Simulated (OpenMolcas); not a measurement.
**V2+: ligand-field states by method**

V2+ with 6 ligands (water) in octahedral coordination (Th) at 2.15 Å. Ligand basis ANO-RCC-VDZP.

```json
{
  "Program": "OpenMolcas",
  "Basis": "ANO-RCC-VDZP [5s4p2d1f]",
  "Scalar Hamiltonian": "DKH2, point nucleus",
  "Active space": "3 electrons in 5 orbitals (3d)",
  "State averaging": "2S+1 = 4 even, 10 roots; 2S+1 = 2 even, 40 roots",
  "Spin-orbit coupling": "state interaction with AMFI integrals over the reference wave functions"
}
```

I. CASSCF
II. SS-CASPT2, IPEA 0.25 Eh, imaginary shift 0.1 Eh (closed shells correlated: 3s 3p and the ligand valence shells)

Spin-free states (labels of O, taken over from Oh, the nearest higher group) in cm-1, each column counted from its own energy of the first state listed:

```csv
State,Degeneracy,I,II
4A2,1,0,0
4T2,3,10450,11230
2E,2,16452,13380
4T1,3,17167,16810
2T1,3,17300,14290
2T2,3,22889,18760
2A1,1,24392,21380
2T2,3,27377,25370
2T1,3,27963,25360
4T1,3,28574,26610
2E,2,29725,26290
2T1,3,33352,30230
2T1,3,38548,37530
2T2,3,38828,36220
2A2,1,42806,37220
2T2,3,44033,38980
2E,2,45886,43520
2T1,3,49388,45230
2E,2,65069,57200
2T2,3,68225,61340
```

From I to II, I's first state of the same spin (4T2) moves from 10450 to 11230 cm-1, by about +780 cm-1.

From I to II, I's first state of another spin (2E) moves from 16452 to 13380 cm-1, by about -3100 cm-1.

I: A least-squares ligand-field fit to the states below 45000 cm-1, each weighted by its degeneracy and with a free common offset, gives 10Dq = 10911 cm-1, B = 915 cm-1 and C = 3481 cm-1 (C/B = 3.80), with an rms deviation of 158 cm-1. The same method and metal basis give the free ion B = 954 cm-1 (fit to its terms below 60000 cm-1, rms deviation 86 cm-1), so the nephelauxetic ratio is β = 915 / 954 = 0.96; it hangs on how both fits weigh the states, and computed free-ion B values tend to be too large, so β mixes covalency with correlation.

χT at 300 K: I 1.85, II 1.85 cm3 K/mol.

Roots that are degenerate in the reference are averaged as groups; the widest CASPT2 spread within a group is 310 cm-1 (the 3-fold group of multiplicity 2 near 61300 cm-1 above the lowest state of its run, II). Shifts and gaps below about the spread of the groups concerned are not significant. Over all roots computed the reference weight is 0.70 to 0.71 in II; a low but even weight reflects the number of correlated electrons. Ligand-to-metal charge-transfer states are missing. With no ligand orbital active B as a rule stays too high, so bands that hang on it stand too high and its fall with covalency is understated. Without dynamic correlation the repulsion within the d shell is too large (B by tens of per cent), so at a given field states of lower spin stand too high (holds for I). With metal d orbitals alone and no dynamic correlation the field as a rule comes out too small, by tens of per cent, by up to half for chloride and softer ligands (holds for I). These CASPT2 states fit no ligand-field parameters well, so their order and spin gaps are uncertain (holds for II). With one d shell and no ligand orbital active, 10Dq can be off by tens of per cent for divalent 3d ions, low with halides held by bare charges and at times high in hosts (holds for II). Free-ion shares, where given, are those of the reference states; single-state CASPT2 does not remix them (holds for II). No measured value stands beside these numbers; the geometry was imposed, not optimised, and the real ion may take another.
